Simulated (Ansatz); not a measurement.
```xyz
4

Li    1.1079    0.0376   -0.0328
Li   -1.1099    0.0329   -0.0373
F     0.0167    1.3138    0.0420
F     0.0039   -1.3052   -0.0482
```

Basis set: 6-31G (spherical functions). Correlated methods keep 2 orbitals frozen. Charge 0, multiplicity 1.

Computed with Ansatz (development build ahead of 0.2.0); each method stands on the lowest determinant of its kind that the runs found. Restricted open shells among the atoms or ions are ROHF, correlated in semicanonical orbitals with singles.

The atomization energy at this shape (free ground-state atoms in the same class of orbitals less the molecule, no zero-point energy) of singlet Li₂F₂:

```tsv
method	atomization energy
RHF	10.26 eV
```

Question: What does RHF-MP2 give?

Answer: 13.23 eV.

This basis has no polarisation functions and is too small for such energies, which can lie far from measured ones in either direction.
